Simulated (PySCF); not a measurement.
# Working out the ionisation energy of La⁺

La⁺ [Xe] 5d2 (3F) → La²⁺ [Xe] 5d1 (2D). All numbers are calculated (PySCF 2.14, scalar relativity through the core potential, in def2-TZVPPD with the def2 core potential (46 electrons) (6s5p3d2f1g, 59 functions)). Frozen: nothing. Energies in hartree (1 hartree = 27.21139 eV):

```tsv
part	La⁺ (lower)	La²⁺ (upper)
UHF	-30.917133	-30.532865
CCSD correlation	-0.178011	-0.160576
(T)	-0.004618	-0.003874
```

Question: What does Hartree-Fock give?

Answer: (-30.532865) − (-30.917133) = 0.384268 hartree = 10.456 eV.

Question: What do CCSD and CCSD(T) give?

Answer: The CCSD correlation energies differ by 0.017435 hartree = 0.474 eV and the triples by 0.000744 hartree = 0.020 eV, so CCSD gives 10.930 eV and CCSD(T) 10.950 eV.

Reference: 11.185 eV (measured; NIST Atomic Spectra Database, ionization energies), between the lowest levels; spin-orbit coupling is absent from the calculation.

What remains against the reference includes basis incompleteness and higher excitations.
